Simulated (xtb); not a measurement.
H4O4Ti, triplet, geometry from GFN2-xTB of the parent state (such geometries of metal compounds can be far from the true shape) (another spin typed on purpose, not shown lowest).

Input for xtb:
```
$ xtb mol.xyz --gfn 2 --chrg 0 --uhf 2 --json

# file mol.xyz
9

Ti     0.00000000     0.00000000    -0.00000000
O      1.24544225    -0.58253470    -1.05566096
H      2.18594291    -0.38412089    -1.04907072
O      0.70126705     0.27495552     1.56125498
H      0.42784937     0.88996160     2.24752262
O     -0.68322854     1.49335881    -0.55495166
H     -1.41360157     1.63536595    -1.16350913
O     -1.26348075    -1.18577963     0.04935764
H     -1.20019071    -2.14120665    -0.03494277
```

Problem. What does this run give for the total energy, partial charges in atom order, dipole moment?

Solution. 
- total energy: -19.859049 Ha
- partial charges in atom order: Ti1 0.74, O2 -0.51, H3 0.32, O4 -0.51, H5 0.32, O6 -0.51, H7 0.32, O8 -0.51, H9 0.32
- dipole moment: 0.00 D
